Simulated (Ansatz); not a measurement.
Relaxation of Cl2FH2Si (6 atoms, charge 0, multiplicity 2), to a largest force component of 0.03 eV/Å in at most 50 steps.

Theory: UKS BLYP-D4/6-31G* in Ansatz 0.2.0.

```xyz
6
Properties=species:S:1:pos:R:3:forces:R:3
Si 0.095 0.075 0.670 0.80 -0.42 2.45
Cl -1.658 0.583 1.825 0.10 -0.11 0.08
H 1.195 1.063 0.836 -0.07 0.02 -0.37
Cl -0.838 0.863 -1.109 -0.15 0.12 -0.54
H 0.239 -1.342 0.285 -0.03 -0.23 -0.52
F 0.652 -0.695 2.370 -0.65 0.62 -1.09
```

Question: Where does it end, and by what steps?

Answer: It converged. After 11 steps the energy has fallen by 1.402 eV; Si1 moved furthest, 0.60 Å. Parted: Si1–Cl4 (2.16 → 3.24 Å).

| step | energy less start (eV) | largest force component (eV/Å) | accepted |
| --- | --- | --- | --- |
| 0 | 0.0000 | 2.449 | yes |
| 1 | -0.1906 | 1.965 | yes |
| 2 | -0.2893 | 2.868 | yes |
| 3 | -0.5933 | 1.114 | yes |
| 4 | -0.8744 | 1.810 | yes |
| 5 | -1.2326 | 0.737 | yes |
| 6 | -1.2628 | 0.606 | yes |
| 7 | -1.3873 | 0.219 | yes |
| 8 | -1.3971 | 0.139 | yes |
| 9 | -1.4011 | 0.104 | yes |
| 10 | -1.4020 | 0.039 | yes |
| 11 | -1.4022 | 0.010 | yes |

```xyz
6
Properties=species:S:1:pos:R:3
Si 0.341 -0.162 1.167
Cl -1.628 0.601 1.429
H 1.205 0.979 0.784
Cl -1.273 1.136 -1.329
H 0.250 -1.289 0.210
F 0.791 -0.719 2.617
```

Whether the end is a true minimum wasn't checked by a vibrational analysis.

Time of the run: 75 s on 2 threads of Arm Neoverse N1, with other jobs on the host, peak memory 0.2 GiB.
